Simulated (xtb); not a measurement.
Input for xtb:
```
$ xtb mol.xyz --gfn 2 --opt vtight --json

# file mol.xyz
3

F      0.01539458     1.08897860    -0.27684423
O     -0.02629625     0.01375385     0.55286599
F     -0.00205311    -1.09577438    -0.29881712
```

Task: What does this run give for the dipole moment, total energy at the end of the optimisation?

Result: 
The dipole moment is 0.41 D and the total energy at the end of the optimisation is -13.311246 Ha.
